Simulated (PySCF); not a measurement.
C2F5, doublet, at a GFN2-xTB geometry; TPSS/STO-3G in PySCF.

PySCF was given this input:
```python
from pyscf import gto, scf, dft

mol = gto.Mole()
mol.atom = '''
    F     1.332635   -1.345087   -0.099566
    C     0.893425   -0.103234   -0.222958
    F     1.694971    0.761642    0.376912
    C    -0.594255    0.119169   -0.075004
    F    -1.032315   -0.089740    1.181801
    F    -0.918852    1.369233   -0.395500
    F    -1.275887   -0.706672   -0.865007
'''
mol.basis = 'sto-3g'
mol.charge = 0
mol.spin = 1
mol.verbose = 4
mol.build()

mf = dft.UKS(mol)
mf.xc = 'tpss'
mf.grids.atom_grid = (50, 194)
mf.kernel()
```

Output, abridged:

```
PySCF version 2.14.0

[INPUT] verbose = 4
[INPUT] num. atoms = 7
[INPUT] num. electrons = 57
[INPUT] charge = 0
[INPUT] spin (= nelec alpha-beta = 2S) = 1
[INPUT] symmetry False subgroup None
[INPUT] Mole.unit = angstrom
[INPUT] Symbol           X                Y                Z      unit          X                Y                Z       unit  Magmom
[INPUT]  1 F      1.332635000000  -1.345087000000  -0.099566000000 AA    2.518315174010  -2.541846043713  -0.188152471318 Bohr   0.0
[INPUT]  2 C      0.893425000000  -0.103234000000  -0.222958000000 AA    1.688328562840  -0.195083986743  -0.421329557281 Bohr   0.0
[INPUT]  3 F      1.694971000000   0.761642000000   0.376912000000 AA    3.203030979080   1.439294784966   0.712260453062 Bohr   0.0
[INPUT]  4 C     -0.594255000000   0.119169000000  -0.075004000000 AA   -1.122979198153   0.225196772538  -0.141737018247 Bohr   0.0
[INPUT]  5 F     -1.032315000000  -0.089740000000   1.181801000000 AA   -1.950792624280  -0.169584022418   2.233280223737 Bohr   0.0
[INPUT]  6 F     -0.918852000000   1.369233000000  -0.395500000000 AA   -1.736378629009   2.587475370717  -0.747386682265 Bohr   0.0
[INPUT]  7 F     -1.275887000000  -0.706672000000  -0.865007000000 AA   -2.411076995893  -1.335416539899  -1.634626325832 Bohr   0.0

nuclear repulsion = 343.051225429014
number of shells = 21
number of NR pGTOs = 105
number of NR cGTOs = 35
basis = sto-3g
ecp = {}

******** <class 'pyscf.dft.uks.UKS'> ********
method = UKS
initial guess = minao
damping factor = 0
level_shift factor = 0
DIIS = <class 'pyscf.scf.diis.CDIIS'>
diis_start_cycle = 1
diis_space = 8
diis_damp = 0
SCF conv_tol = 1e-09
SCF conv_tol_grad = None
SCF max_cycles = 50
direct_scf = True
direct_scf_tol = 1e-13
number electrons alpha = 29  beta = 28
XC library pyscf.dft.libxc version 7.1.2
    S. Lehtola, C. Steigemann, M. J. T. Oliveira, and M. A. L. Marques,  SoftwareX 7, 1–5 (2018)
XC functionals = tpss
    J. Tao, J. P. Perdew, V. N. Staroverov, and G. E. Scuseria,  Phys. Rev. Lett. 91, 146401 (2003)
    J. P. Perdew, J. Tao, V. N. Staroverov, and G. E. Scuseria,  J. Chem. Phys. 120, 6898 (2004)
    J. Tao, J. P. Perdew, V. N. Staroverov, and G. E. Scuseria,  Phys. Rev. Lett. 91, 146401 (2003)
    J. P. Perdew, J. Tao, V. N. Staroverov, and G. E. Scuseria,  J. Chem. Phys. 120, 6898 (2004)
radial grids:
    Treutler-Ahlrichs [JCP 102, 346 (1995); DOI:10.1063/1.469408] (M4) radial grids

becke partition: Becke, JCP 88, 2547 (1988); DOI:10.1063/1.454033
pruning grids: <function nwchem_prune>
grids dens level: 3
symmetrized grids: False
atomic radii adjust function: <function treutler_atomic_radii_adjust>
User specified grid scheme (50, 194)
small_rho_cutoff = 0
Set gradient conv threshold to 3.16228e-05
tot grids = 46040
init E= -568.400887783045

cycle= 1 E= -567.017440528287  delta_E= 1.38  |g|= 0.611  |ddm|= 2.68
cycle= 2 E= -566.639230908236  delta_E= 0.378  |g|= 1.07  |ddm|= 2.06
cycle= 3 E= -567.251248681495  delta_E= -0.612  |g|= 0.0681  |ddm|= 1.34
cycle= 4 E= -567.253249890814  delta_E= -0.002  |g|= 0.0387  |ddm|= 0.141
cycle= 5 E= -567.254210064981  delta_E= -0.00096  |g|= 0.00427  |ddm|= 0.0548
cycle= 6 E= -567.254221589147  delta_E= -1.15e-05  |g|= 0.00151  |ddm|= 0.0086
cycle= 7 E= -567.254223335011  delta_E= -1.75e-06  |g|= 0.000169  |ddm|= 0.00284
cycle= 8 E= -567.254223367744  delta_E= -3.27e-08  |g|= 6.54e-05  |ddm|= 0.000561
cycle= 9 E= -567.254223371972  delta_E= -4.23e-09  |g|= 1.29e-05  |ddm|= 0.000181
cycle= 10 E= -567.254223372106  delta_E= -1.34e-10  |g|= 6.09e-06  |ddm|= 3.7e-05
Extra cycle  E= -567.254223372033  delta_E= 7.24e-11  |g|= 1.17e-05  |ddm|= 2.71e-05
converged SCF energy = -567.254223372033  <S^2> = 0.75120302  2S+1 = 2.0012027
```
